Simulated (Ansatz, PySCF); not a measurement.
ethylene carbonate anion (C₃H₄O₃), SMILES C1COC(O1)=O (connectivity only; charge and spin as stated), charge -1, multiplicity 2. Atoms are numbered in the order given.

```xyz
10

O      2.1250    -0.1148     0.0492
C      0.9263    -0.1178    -0.2481
O      0.0336    -1.0918     0.4207
C     -1.2673    -0.6962     0.1045
C     -1.2059     0.8531     0.0701
O      0.1535     1.1586    -0.0626
H     -1.9660    -1.0810     0.8648
H     -1.5740    -1.0880    -0.8886
H     -1.8012     1.2586    -0.7736
H     -1.6012     1.2965     1.0047
```
Charge -1, spin multiplicity 2.

Coordinates come from a B3LYP-D3(BJ)/def2-SVPD optimisation. The multiplicity is an assumed one; no other spin state was optimised. The values are those of a single conformer.

Two levels are set side by side: PBE-D3(BJ)/def2-SVPD (Ansatz, a first-principles code) and B3LYP-D3(BJ)/def2-SVPD (Ansatz). Each level has its own optimised geometry; the coordinates shown are those of the second. Frequencies come from the Hessian of PySCF at each geometry. Differences are taken from unrounded values.

```
quantity                            B3LYP-D3(BJ)  PBE-D3(BJ)  PBE-D3(BJ) minus B3LYP-D3(BJ)
----------------------------------  ------------  ----------  -----------------------------
mean bond length (Å)                       1.300       1.306                          0.006
bond O1–C2 (Å)                             1.235       1.240                          0.005
bond C2–O3 (Å)                             1.481       1.490                          0.009
bond C2–O6 (Å)                             1.504       1.489                         -0.014
bond O3–C4 (Å)                             1.396       1.406                          0.010
bond C4–C5 (Å)                             1.551       1.563                          0.012
bond C5–O6 (Å)                             1.400       1.406                          0.007
bond C4–H7 (Å)                             1.102       1.112                          0.010
bond C4–H8 (Å)                             1.111       1.120                          0.009
bond C5–H9 (Å)                             1.109       1.120                          0.011
bond C5–H10 (Å)                            1.107       1.112                          0.004
highest harmonic wavenumber (cm⁻¹)          3030        2952                            -79
mean harmonic wavenumber (cm⁻¹)             1279        1237                            -42
zero-point energy (kcal/mol)               43.87       42.44                          -1.43
```

GGA bonds tend to be longer and softer than those of functionals with exact exchange. Differences between two approximate levels are no errors against the true value.
